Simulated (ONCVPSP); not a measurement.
**Before and after: ONCV potential for carbon**

carbon (C), optimised norm-conserving Vanderbilt (ONCV), made with ONCVPSP 4.0.1 (PBE, non-relativistic). Core [He], reference 2s2 2p2. Waves: 2s: rc 1.25 bohr, ncon 3, nbas 7, qcut 5.8 1/bohr, 1 projector; 2p: rc 1.75 bohr, ncon 3, nbas 8, qcut 9 1/bohr, 2 projectors, debl 3.1 Ha; d scattering state at 0.31 Ha: rc 1.85 bohr, ncon 4, nbas 9, qcut 5.7 1/bohr, 2 projectors, debl 2.7 Ha. Local part: polynomial inside 0.85 bohr (lpopt 5, dvloc0 0 Ha). Core correction: Teter function fitted to the true core (icmod 2), fcfact 0.75.

Change: s: qcut 7.9; p: qcut 12.2; d: qcut 7.7.

Cutoffs: the cutoffs (Ha) at which the residual kinetic energy of the hardest occupied pseudo-wave falls to 1 and 0.1 mHa per electron; they do not see the model core or the augmentation charge, which bear on the density cutoff. Errors are all-electron minus pseudo energies relative to the spin-unpolarised reference configuration.

Problem. What does the change do?

Solution. The potential gets neither clearly harder nor softer (20 Ha and 49 Ha → 25 Ha and 33 Ha); the p channel sets the loose cutoff, while the largest relative change is in s, which becomes harder; of the 4 tests that both files solve, the error grows in 0 and shrinks in 4 by more than 15 % and 0.3 meV (median size 106.1 → 64.9 meV); neither file shows a bound ghost.

```tsv
quantity	base	changed
cutoff, loose	20 Ha	25 Ha
cutoff, tight	49 Ha	33 Ha
loose cutoff by channel	s 15 Ha, p 20 Ha	s 19 Ha, p 25 Ha
bound ghosts	none	none
GHOST(+) flags under 300 eV	none	none
error for 2s2 2p1, meV [ΔE 10.87 eV]	+20	+12
error for 2s2 2p0, meV [ΔE 35.02 eV]	+192	+118
error for 2s1 2p0, meV [ΔE 83.20 eV]	+367	+275
error for 2s1 2p3, meV [ΔE 8.46 eV]	+5.7	+3.8
s: phases at 1.27 bohr within 0.05 rad from the reference energy up to (Ha; the scan ends near 5)	2.8	3.4
p: phases at 1.78 bohr within 0.05 rad from the reference energy up to (Ha; the scan ends near 5)	to the end of the scan	to the end of the scan
d: phases at 1.88 bohr within 0.05 rad from the reference energy up to (Ha; the scan ends near 5)	to the end of the scan	to the end of the scan
rms error of d²Exc/dni dnj with the model core, mHa	1.89	1.77
```
